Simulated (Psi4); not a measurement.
Input for Psi4:
```
memory 2 GB

molecule mol {
0 1
  F    -1.487464    0.670868    0.469145
  C    -0.528210    0.183788   -0.384197
  C     0.854254    0.762915   -0.238220
  C     1.400110   -0.410091    0.069947
  C     0.099990   -1.168020    0.041600
  H    -0.960660    0.212532   -1.389050
  H     1.217321    1.765228   -0.360652
  H     2.403477   -0.741253    0.262912
  H     0.019871   -1.975952   -0.683825
  H    -0.249691   -1.509923    1.013521
}

set basis cc-pvdz
set reference rhf
set freeze_core true

energy('ccsd(t)')
print_variables()
```

### Question
What is the computed nuclear repulsion energy (Psi4 1.11 with CCSD(T)/cc-pVDZ)?

### Answer
167.8891 Eh

### Question
What is the computed number of basis functions (CCSD(T)/cc-pVDZ)?

### Answer
95

### Question
Give the coupled-cluster correlation energy (without the perturbative part) at the level CCSD(T)/cc-pVDZ.

### Answer
-0.7560 Eh

### Question
Predict the MP2 correlation energy from CCSD(T)/cc-pVDZ.

### Answer
-0.7149 Eh

### Question
Estimate the total energy that CCSD(T)/cc-pVDZ returns for this input.

### Answer
-254.550142 Ha

### Question
Roughly what does it cost on one core?

### Answer
very roughly 110 core-seconds.
